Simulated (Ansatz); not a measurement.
Problem. Name a neutral molecule of C, S, Sb, Si and H with HOMO–LUMO gap (PBE/def2-TZVPP) between 3.90 and 4.20 eV and size of the dipole moment (ωB97M-V/def2-TZVPP) between 1.90 and 2.20 D (Ansatz, PBE0-D4/def2-TZVP geometry).

Solution. `[CH3][Sb]([SiH3])[SH]` (3.97 eV, 1.92 D). Other molecules can fit too; these were computed, each in one conformer that needn't be the lowest.
